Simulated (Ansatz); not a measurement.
`C[CH2][SnH]([F])[Cl]` + H₂ → `C[CH2][SnH2][F]` + HCl  (hydrogenolysis of the Sn–Cl bond)

Gas-phase electronic energies from Ansatz, PBE0-D4/def2-TZVP geometries. CCSD(T)/CBS adds triple-zeta CCSD(T) − MP2 to the extrapolated MP2 energy (def2 sets, frozen cores). This one scheme is used for every species. Functionals use def2-TZVPP. def2 core potentials past Kr. For Sn outer-core shells are correlated without core-valence functions, which leaves a few kJ/mol of doubt a bond. Each species was taken in one conformer, which may not be the lowest.

```csv
level,ΔE (kJ/mol)
PBE-D4,85.8
ωB97M-V,83.4
CCSD(T)/def2-TZVPP,77.9
MP2/CBS(def2),97.9
```

(1) What does CCSD(T)/CBS give? (An estimate is asked.)

Largest T1 diagnostic among the species: 0.012.

## Answers

(1) Ansatz gave: +88.0 kJ/mol. The listed levels differ from it by -2.2, -4.6, -10.1, 9.9 kJ/mol.

The D4 term adds +7.8 kJ/mol with B3LYP and +4.4 kJ/mol with PBE0; it sums over pairs of atoms, weighted by their polarisabilities, and B3LYP, whose exchange is more repulsive, gets the larger term.

B3LYP here is the variant with VWN-RPA as its local correlation; programs differ in this.
